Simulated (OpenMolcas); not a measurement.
## Ru2+ in a point-charge field

Ru2+ among 4 point charges of -1.62 e arranged as a tetrahedron (Td), 1.78 Å from the ion.
```
   1.0277    1.0277    1.0277  -1.62
   1.0277   -1.0277   -1.0277  -1.62
  -1.0277    1.0277   -1.0277  -1.62
  -1.0277   -1.0277    1.0277  -1.62
```

```json
{
  "Program": "OpenMolcas",
  "Method": "CASSCF",
  "Basis": "ANO-RCC-VDZP [6s5p3d1f]",
  "Scalar Hamiltonian": "DKH2, point nucleus",
  "Active space": "6 electrons in 5 orbitals (4d)",
  "State averaging": "2S+1 = 5 even, 5 roots; 2S+1 = 3 even, 45 roots; 2S+1 = 1 even, 50 roots",
  "Spin-orbit coupling": "RASSI with atomic mean-field integrals over the reference wave functions"
}
```

The lowest spin-free states (labels of Td), above the lowest:

```json
{"State": "5E", "Degeneracy": "2", "E (cm-1)": "0.0", "Free-ion L (%)": "D (100)"}
{"State": "5T2", "Degeneracy": "3", "E (cm-1)": "3731", "Free-ion L (%)": "D (100)"}
{"State": "3T1", "Degeneracy": "3", "E (cm-1)": "13886", "Free-ion L (%)": "H (64)"}
{"State": "3E", "Degeneracy": "2", "E (cm-1)": "16604", "Free-ion L (%)": "H (98)"}
{"State": "3T1", "Degeneracy": "3", "E (cm-1)": "17149", "Free-ion L (%)": "P (41)"}
{"State": "3T2", "Degeneracy": "3", "E (cm-1)": "17388", "Free-ion L (%)": "H (55)"}
{"State": "3A2", "Degeneracy": "1", "E (cm-1)": "20149", "Free-ion L (%)": "F (100)"}
{"State": "3T1", "Degeneracy": "3", "E (cm-1)": "20706", "Free-ion L (%)": "H (73)"}
{"State": "3A1", "Degeneracy": "1", "E (cm-1)": "20775", "Free-ion L (%)": "G (100)"}
{"State": "3T2", "Degeneracy": "3", "E (cm-1)": "21168", "Free-ion L (%)": "F (42)"}
{"State": "3E", "Degeneracy": "2", "E (cm-1)": "21455", "Free-ion L (%)": "G (96)"}
{"State": "1E", "Degeneracy": "2", "E (cm-1)": "21956", "Free-ion L (%)": "I (81)"}
{"State": "1T2", "Degeneracy": "3", "E (cm-1)": "22737", "Free-ion L (%)": "I (67)"}
{"State": "3T1", "Degeneracy": "3", "E (cm-1)": "22853", "Free-ion L (%)": "G (51)"}
{"State": "1T2", "Degeneracy": "3", "E (cm-1)": "24671", "Free-ion L (%)": "G (55)"}
{"State": "3T2", "Degeneracy": "3", "E (cm-1)": "24863", "Free-ion L (%)": "G (77)"}
{"State": "3T1", "Degeneracy": "3", "E (cm-1)": "25001", "Free-ion L (%)": "P (37)"}
{"State": "1A2", "Degeneracy": "1", "E (cm-1)": "25226", "Free-ion L (%)": "I (100)"}
{"State": "1A1", "Degeneracy": "1", "E (cm-1)": "25849", "Free-ion L (%)": "I (49)"}
{"State": "1T1", "Degeneracy": "3", "E (cm-1)": "25935", "Free-ion L (%)": "I (52)"}
```

The lowest levels with spin-orbit coupling:

| E (cm-1) | Degeneracy | Label | 2S+1 |
| --- | --- | --- | --- |
| 0.0 | 1 | A1 | 5 |
| 82.2 | 3 | T1 | 5 |
| 160.9 | 2 | E | 5 |
| 303.1 | 3 | T2 | 5 |
| 464.2 | 1 | A2 | 5 |
| 3492 | 3 | T2 | 5 |
| 3990 | 3 | T1 | 5 |
| 4062 | 2 | E | 5 |
| 4610 | 3 | T2 | 5 |
| 4712 | 3 | T1 | 5 |
| 4809 | 1 | A1 | 5 |
| 13933 | 3 | T2 | 3 |
| 14065 | 2 | E | 3 |
| 14174 | 1 | A1 | 3 |
| 14246 | 3 | T1 | 3 |
| 16678 | 3 | T2 | 3 |
| 16828 | 2 | E | 3 |
| 16859 | 3 | T2 | 3 |
| 16873 | 3 | T1 | 3 |
| 17398 | 1 | A2 | 3 |

Electric-dipole absorption from the lowest level at this geometry, strongest bands:

```csv
E (cm-1),λ (nm),Label,f
303.1,33000,T2,1.08e-06
3492,2860,T2,5.37e-06
4610,2170,T2,2.98e-04
13933,718,T2,6.76e-05
16678,600,T2,3.98e-06
16859,593,T2,1.50e-05
17556,570,T2,4.24e-06
20904,478,T2,3.44e-06
23921,418,T2,3.03e-06
24966,401,T2,9.44e-06
26341,380,T2,7.38e-06
27293,366,T2,7.41e-06
28807,347,T2,4.28e-06
```

Powder χT (cm3 K/mol): 0.147 at 2 K, 0.735 at 10 K, 2.94 at 50 K, 3.63 at 100 K, 3.89 at 200 K, 3.94 at 300 K. The effective moment at 300 K is 2.828 √(χT) = 5.61 μB.

The lowest level has 2S+1 = 5, for which the spin-only value is χT = S(S+1) / 2 = 3.000 cm3 K/mol (g = 2). The computed 3.937 at 300 K differs by +0.937, through orbital momentum, spin-orbit coupling and any other state in reach.

An orbital doublet at a regular site is open to a Jahn-Teller distortion, which this geometry leaves out. Without dynamic correlation the repulsion within the d shell is too large (B by tens of per cent), so at a given field states of lower spin stand too high. Point charges give a weaker field than real ligands, and real ions of this kind are as a rule low spin; the high spin found here belongs to the model. The ground term spreads over less than 5000 cm-1, several times less than with real ligands, so orbital moments are less quenched and χT lies further from the spin-only value than at real sites. Point charges carry no covalency, so the field is a model and not that of real ligands. No measured value stands beside these numbers.
